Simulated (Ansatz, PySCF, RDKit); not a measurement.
Pair of molecules: C2H4 (SMILES C=C) (first 6 atoms) with CH4O (SMILES CO); geometry from B3LYP-D3(BJ)/def2-TZVP.
(charge 0, multiplicity 1):
```tsv
atom	x (Å)	y (Å)	z (Å)
C	0.7019	0.2081	0.0238
C	-0.6063	0.0269	-0.1008
H	1.1658	1.1668	-0.1740
H	1.3615	-0.5962	0.3268
H	-1.0691	-0.9328	0.0955
H	-1.2663	0.8298	-0.4059
C	-0.2061	-0.5977	3.6957
O	-0.3382	0.7228	3.1988
H	-0.9821	-1.2674	3.3059
H	-0.3127	-0.5466	4.7788
H	0.7752	-1.0307	3.4677
H	-0.2459	0.6934	2.2382
```

Counterpoise-corrected where a basis set is named; no monomer relaxation. RDKit's UFF carries no charges.

Run with Ansatz (a quantum-chemistry and plane-wave program); PySCF for the dispersion terms; RDKit for the force fields. Each number belongs to the level named beside it.

Task: Predict the interaction energy from UFF.

Result: 10 kJ/mol

Task: What interaction energy does B3LYP/def2-TZVPPD give?

Result: -6 kJ/mol

Task: What is the computed interaction energy (r2SCAN-D4/def2-TZVPPD)?

Result: -13 kJ/mol
